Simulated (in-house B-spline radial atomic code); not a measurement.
Results of a calculation; reference values are marked as such.
Cs+ at several levels of theory

Ground configuration [Kr] 4d10 5s2 5p6. All numbers come from an all-electron radial atomic-structure program (B-spline basis), all electrons, at the radial basis limit. Mean-field, RPA, GW and linear-response runs are scalar-relativistic (one-electron X2C), no spin-orbit coupling, without Breit or QED terms, open shells spin-polarised at highest spin; the many-body runs on Dirac-Hartree-Fock orbitals are four-component, and their energies hold both.

Spin-orbit coupling, left out, splits p levels strongly here.

**Ionisation energy.** The reference is 23.157 eV (NIST, measured). It runs between the lowest fine-structure levels, while the runs without spin-orbit coupling give shell averages, so part of their difference is this splitting, and a close match can be a cancellation.

```json
{"method": "minus the highest LDA VWN5 level", "value (eV)": "18.83", "minus reference (eV)": "-4.32"}
{"method": "minus the highest PBE level", "value (eV)": "18.67", "minus reference (eV)": "-4.49"}
{"method": "G0W0 on PBE", "value (eV)": "23.65", "minus reference (eV)": "+0.49"}
{"method": "minus the highest r2SCAN level", "value (eV)": "19.10", "minus reference (eV)": "-4.06"}
{"method": "minus the highest PBE0 level", "value (eV)": "20.14", "minus reference (eV)": "-3.01"}
{"method": "G0W0 on PBE0", "value (eV)": "23.81", "minus reference (eV)": "+0.65"}
{"method": "minus the highest B3LYP (VWN-RPA) level", "value (eV)": "19.82", "minus reference (eV)": "-3.34"}
{"method": "minus the highest CAM-B3LYP level", "value (eV)": "21.52", "minus reference (eV)": "-1.64"}
{"method": "minus the highest LC-wPBE level", "value (eV)": "23.01", "minus reference (eV)": "-0.15"}
{"method": "minus the highest Hartree-Fock level", "value (eV)": "23.45", "minus reference (eV)": "+0.29"}
{"method": "G0W0 on Hartree-Fock", "value (eV)": "24.19", "minus reference (eV)": "+1.03"}
{"method": "Dirac-Fock + self-energy with TDHF screening (5p3/2)", "value (eV)": "23.24", "minus reference (eV)": "+0.09"}
```

Which methods come closest, and which lies farthest off?

Closest: Dirac-Fock + self-energy with TDHF screening (5p3/2) (+0.09 eV) and minus the highest LC-wPBE level (-0.15 eV). Farthest: minus the highest PBE level (-4.49 eV). The TDHF-screened form was chosen among four for its agreement on 13 closed-shell atoms.

**Static dipole polarisability and C6** of two like species, by linear response (no reference value is at hand):

| method | α (bohr³) | C6 (hartree·bohr⁶) |
| --- | --- | --- |
| LDA VWN5 | 16.21 | 140.7 |
| PBE | 16.33 | 142.4 |
| PBE0 | 16.01 | 139.1 |
| B3LYP (VWN-RPA) | 16.16 | 140.5 |
| CAM-B3LYP | 16.04 | 139.2 |
| LC-wPBE | 15.85 | 137.4 |
| TDHF | 15.73 | 136.6 |
| relativistic RPA (four-component TDHF) | 15.81 | 137.2 |

What mean excitation energy do α and C6 imply in London's formula C6 = (3/4) α² ω?

LDA VWN5: ω = 0.714 hartree; relativistic RPA (four-component TDHF): ω = 0.732 hartree. A method that puts the excitations lower gives a larger α and a smaller ω.

Run times on one thread of shared hosts: mean field, RPA, SOSEX and G0W0 on PBE, 5.2 s (Arm Neoverse N1); TDDFT with PBE, 4.7 s (Arm Neoverse N1); removal energies by the self-energy, 83 s (Intel Xeon Platinum 8259CL CPU @ 2.50GHz).
